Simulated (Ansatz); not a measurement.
CH5AsOTe (`C[Te][AsH]O`), relaxed with RKS PBE0-D4/def2-TZVP in Ansatz 0.2.0 from a PBE-D4/def2-SVP geometry. The force threshold is 0.005 eV/Å; the program also tests the step.

The species carries charge 0 and has multiplicity 1. Te: def2 effective core potential.

Start:

```xyz
9

C    -0.768   -1.068    0.723
Te    0.745    0.133    1.741
As    0.895    1.814   -0.270
O     0.909    0.624   -1.674
H    -1.771   -0.640    0.898
H    -0.502   -1.047   -0.351
H    -0.707   -2.099    1.116
H    -0.638    1.950   -0.400
H     1.837    0.332   -1.781
```

```json
{"step": "1", "energy (eV)": "-71291.7949", "largest force (eV/Å)": "0.913", "largest move (Å)": "0.000"}
{"step": "2", "energy (eV)": "-71291.8105", "largest force (eV/Å)": "0.594", "largest move (Å)": "0.125"}
{"step": "3", "energy (eV)": "-71291.8486", "largest force (eV/Å)": "0.497", "largest move (Å)": "0.087"}
{"step": "4 (rejected)", "energy (eV)": "-71291.8014", "largest force (eV/Å)": "1.788", "largest move (Å)": "0.197"}
{"step": "5", "energy (eV)": "-71291.8635", "largest force (eV/Å)": "0.064", "largest move (Å)": "0.071"}
{"step": "6", "energy (eV)": "-71291.8646", "largest force (eV/Å)": "0.063", "largest move (Å)": "0.019"}
{"step": "7", "energy (eV)": "-71291.8652", "largest force (eV/Å)": "0.038", "largest move (Å)": "0.041"}
{"step": "8", "energy (eV)": "-71291.8657", "largest force (eV/Å)": "0.030", "largest move (Å)": "0.026"}
{"step": "9", "energy (eV)": "-71291.8659", "largest force (eV/Å)": "0.031", "largest move (Å)": "0.038"}
{"step": "10", "energy (eV)": "-71291.8660", "largest force (eV/Å)": "0.015", "largest move (Å)": "0.013"}
{"step": "11", "energy (eV)": "-71291.8660", "largest force (eV/Å)": "0.010", "largest move (Å)": "0.003"}
{"step": "12", "energy (eV)": "-71291.8661", "largest force (eV/Å)": "0.002", "largest move (Å)": "0.002"}
```

End:

```xyz
9

C    -0.812   -1.101    0.765
Te    0.789    0.039    1.620
As    0.874    1.793   -0.259
O     1.023    0.740   -1.719
H    -1.747   -0.558    0.880
H    -0.583   -1.269   -0.285
H    -0.858   -2.052    1.295
H    -0.642    1.832   -0.410
H     1.955    0.575   -1.887
```

Run time 52 s (4 threads of a server CPU on a shared host); peak host memory 0.56 GiB.
